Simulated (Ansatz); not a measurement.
A run on `[BH2][GaH][Se]C` with other settings.

```yaml
crystal:
  periodic: [false, false, false]
  atoms:
    - {symbol: B, position_ang: [-1.619535, 2.197218, 1.134164]}
    - {symbol: Ga, position_ang: [-0.536208, 0.666762, -0.140948]}
    - {symbol: Se, position_ang: [0.616410, -0.776974, 1.058590]}
    - {symbol: C, position_ang: [1.430797, -1.766753, -0.337977]}
    - {symbol: H, position_ang: [-2.702321, 1.956084, 1.227844]}
    - {symbol: H, position_ang: [-0.918773, 3.242023, 1.203776]}
    - {symbol: H, position_ang: [-0.494664, 0.578975, -1.746544]}
    - {symbol: H, position_ang: [0.940392, -2.854375, -0.474970]}
    - {symbol: H, position_ang: [1.124847, -1.447840, -1.580194]}
    - {symbol: H, position_ang: [2.439959, -1.855746, -0.341862]}
basis:
  gaussian: {orbitals: def2-TZVPD}
hamiltonian: {xc: {name: B97}}
scf: {lower_state_search: full}
output: {forces: true}
```

```sh
$ ansatz run in.yaml --threads 4 --pin off --events-out ev --progress --plain --max-ram 10444MiB
```

Output, abridged:

```
Functional definition: B97
1508 factors; their error is unknown
mean field evaluation 1: about -119525.3217 eV, gradient 5.1e1 eV
mean field evaluation 2: about -119519.9691 eV, gradient 6.8e1 eV
mean field evaluation 4: about -119530.9494 eV, gradient 2.7e0 eV
mean field evaluation 8: about -119530.9706 eV, gradient 6.5e-2 eV
mean field evaluation 16: about -119531.2980 eV, gradient 1.8e-4 eV
mean field -119531.29796768 eV, -4392.6941790884 hartree, gradient 1.6e-5 eV, S^2 0.000000; 0 other end points of the search recorded, 0 dependent functions left out
reference -119531.29800893 eV, -4392.6941806042 hartree; 41, 41 occupied and 198, 198 virtual orbitals, 1508 factors
Total energy: -119531.29800893 eV, -4392.6941806042 hartree
Atom 0 at    -1.619535     2.197218     1.134164 Å, force     3.750375     0.333029    -2.485636 eV/Å
Atom 1 at    -0.536208     0.666762    -0.140948 Å, force    -1.614945     2.206268    -0.303658 eV/Å
Atom 2 at     0.616410    -0.776974     1.058590 Å, force     0.848026    -0.828075     1.326818 eV/Å
Atom 3 at     1.430797    -1.766753    -0.337977 Å, force    -4.811944    -2.662716    -5.639251 eV/Å
Atom 4 at    -2.702321     1.956084     1.227844 Å, force    -2.240490     0.086212     0.970627 eV/Å
Atom 5 at    -0.918773     3.242023     1.203776 Å, force    -1.206244    -0.945069     0.586696 eV/Å
Atom 6 at    -0.494664     0.578975    -1.746544 Å, force     0.013931    -0.011604     0.418482 eV/Å
Atom 7 at     0.940392    -2.854375    -0.474970 Å, force     1.223992     2.065429     0.989702 eV/Å
Atom 8 at     1.124847    -1.447840    -1.580194 Å, force     0.895335    -0.116803     3.713744 eV/Å
Atom 9 at     2.439959    -1.855746    -0.341862 Å, force     3.141966    -0.126672     0.422475 eV/Å
Dipole moment:    -0.028747    -0.015970    -0.110664 e Å
```

It took 7 s on 4 threads of an Intel Xeon Platinum 8488C on a shared host, with 0.9 GiB of host memory at the peak.
